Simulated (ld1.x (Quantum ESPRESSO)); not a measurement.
Building the TM potential for potassium (K) (BP86, scalar-relativistic).

| Item | Value |
| --- | --- |
| Element | K |
| Generator | ld1.x (Quantum ESPRESSO) 7.5 |
| Type | norm-conserving Troullier–Martins (Kleinman–Bylander form) |
| Functional | BP86 |
| Relativity | scalar-relativistic |
| Frozen core | [Ne] |
| Valence charge | 9 |
| Reference configuration | 3s2 3p6 3d0 4s0 4p0 (charge +1) |
| Partial waves | 3s (bound): rc 1.90 bohr; 3p (bound): rc 2.00 bohr; 3d (bound, empty): rc 2.35 bohr |
| Local potential | all-electron potential smoothed inside 1.75 bohr (lloc = -1) |
| Core correction | Bessel-smoothed model core, default radius (core density twice the valence density) |

* Cutoffs needed: 25 Ry and 50 Ry (the cutoffs (Ry, on a coarse ladder) from which the occupation-weighted sum of valence levels, in a spherical-Bessel basis at the reference potential, stays within 10 and 1 mRy of its value at 400 Ry)
* Ghost test: no extra level below or beside the all-electron valence levels (s, p, d, f tested) (spherical-Bessel basis up to 400 Ry, 20 bohr box)
* Largest excitation error: +99 meV (all-electron minus pseudo) for 3s2 3p5 3d0 4s1 4p0, out of 7 test configurations
